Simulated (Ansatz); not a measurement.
Gas-phase electronic energies from Ansatz, PBE0-D4/def2-TZVP geometries. CCSD(T)/CBS adds triple-zeta CCSD(T) − MP2 to the extrapolated MP2 energy (def2 sets, frozen cores). Functionals use def2-TZVPP. B3LYP here is the variant with VWN-RPA as its local correlation; programs differ in this. HSE06 is defined as in plane-wave codes. Each species was taken in one conformer, which may not be the lowest.

`C[CH2][AlH][CH2]N` + `O[SiH3]` → `C[CH2][AlH][O][SiH3]` + CH₃NH₂  (ligand exchange at the Al–C bond)

```tsv
level	ΔE (kJ/mol)	difference from CCSD(T)/CBS
LDA (SPW92)	-170.4	17.3
PBE-D4	-173.4	14.3
revPBE-D4	-172.8	14.9
BLYP-D4	-186.1	1.6
r2SCAN-D4	-188.3	-0.6
B97M-V	-191.7	-4.0
PBE0-D4	-179.4	8.3
B3LYP-D4	-190.5	-2.8
r2SCAN0-D4	-190.1	-2.4
HSE06-D4	-179.1	8.6
BHLYP-D4	-199.0	-11.3
CAM-B3LYP-D4	-193.1	-5.4
ωB97X-V	-185.9	1.8
ωB97M-V	-184.4	3.3
B2PLYP	-192.6	-4.9
PBE	-173.7	14.0
revPBE	-174.7	13.0
BLYP	-187.2	0.5
r2SCAN	-188.4	-0.7
PBE0	-179.6	8.1
B3LYP	-191.0	-3.3
r2SCANh	-189.0	-1.3
r2SCAN0	-190.1	-2.4
HSE06	-179.1	8.6
BHLYP	-198.5	-10.8
CAM-B3LYP	-193.1	-5.4
LC-ωPBE	-183.7	4.0
HF/def2-SVP	-212.5	-24.8
MP2/def2-SVP	-198.6	-10.9
CCSD/def2-SVP	-198.8	-11.1
CCSD(T)/def2-SVP	-196.6	-8.9
HF/def2-TZVPP	-209.3	-21.6
MP2/def2-TZVPP	-190.9	-3.2
SCS-MP2/def2-TZVPP	-194.6	-6.9
CCSD(T)/def2-TZVPP	-188.8	-1.1
HF/def2-QZVPP	-211.0	-23.3
MP2/def2-QZVPP	-190.8	-3.1
SCS-MP2/def2-QZVPP	-194.5	-6.8
HF/CBS(def2)	-211.3	-23.6
MP2/CBS(def2)	-189.8	-2.1
CCSD(T)/CBS	-187.7	0
```

Largest T1 diagnostic among the species: 0.011.

At CCSD(T), def2-SVP lies −8.9 kJ/mol from the extrapolated value and def2-TZVPP −1.1 kJ/mol. In def2-TZVPP, CCSD(T) changes the Hartree–Fock value by +20.5 kJ/mol (the triples alone add +3.0 kJ/mol) and MP2 by +18.4 kJ/mol.
